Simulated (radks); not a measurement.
Values are calculated unless marked as measured or tabulated.
Task: Species: Cu XV. Configuration: [Ne] 3s2 3p3. Code: a radial shooting solver on a logarithmic mesh with Libxc functionals. Model: scalar-relativistic Kohn-Sham, LDA (Slater exchange, VWN5 correlation), spin-polarised, spherical densities, finite nucleus; open shells are filled with parallel spins first; Fermi nuclear charge, rms radius 3.8823 fm. Some entries of the table are withheld. Estimate them.

orbital,occ.,eigenvalue (Ry),<r^2> (bohr^2)
1s up,1,-684.1440,0.003668
1s down,1,-683.9316,0.003666
2s up,1,(1),0.06445
2s down,1,(2),0.06425
2p up,3,-101.8534,0.05131
2p down,3,-101.6043,0.05120
3s up,1,-37.22870,0.4243
3s down,1,-36.50991,0.4281
3p up,3,-34.00928,0.4210
3p down,0,-33.29348,0.4254

Result: 
(1) 2s up eigenvalue (Ry): -112.2368
(2) 2s down eigenvalue (Ry): -112.0303
